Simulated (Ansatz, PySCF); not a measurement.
C4H8OSi, SMILES C=C([SiH3])CC=O.

Geometry optimised at B3LYP-D3(BJ)/def2-SVP. This is a generated structure with no PubChem entry under its InChIKey; it may be hypothetical. Other conformers were not sampled.

Vertical ionisation energy (IE) and electron affinity (EA) in eV. Rows of orbital energies are one-electron estimates. Where ΔSCF, EOM or ADC give a negative EA the extra electron is unbound and the value depends on the basis.

```csv
level,IE,EA
"−ε(HOMO), −ε(LUMO), B3LYP/def2-TZVP (PySCF)",?,?
"−ε(HOMO), −ε(LUMO), PBE/def2-TZVP (PySCF)",5.89,2.18
"ΔSCF, PBE0/def2-SVPD (Ansatz), final states of multiplicity 2 and 2",9.35,-0.59
"ΔSCF, PBE/def2-SVPD (Ansatz), final states of multiplicity 2 and 2",8.95,-0.36
```

Problem. Some entries are withheld; supply them. (Estimate from the structure and the level; the computed values follow.)

Solution. 
- −ε(HOMO), −ε(LUMO), B3LYP/def2-TZVP (PySCF), IE: 7.13
- −ε(HOMO), −ε(LUMO), B3LYP/def2-TZVP (PySCF), EA: 1.31

Problem. What vertical singlet–triplet gap does ΔSCF give with PBE0/def2-SVPD (Ansatz, a program for electronic structure) and with PBE/def2-SVPD (Ansatz)? (Estimate from the structure and the level; the computed values follow.)

Solution. 3.55 and 3.47 eV (triplet above singlet where positive).
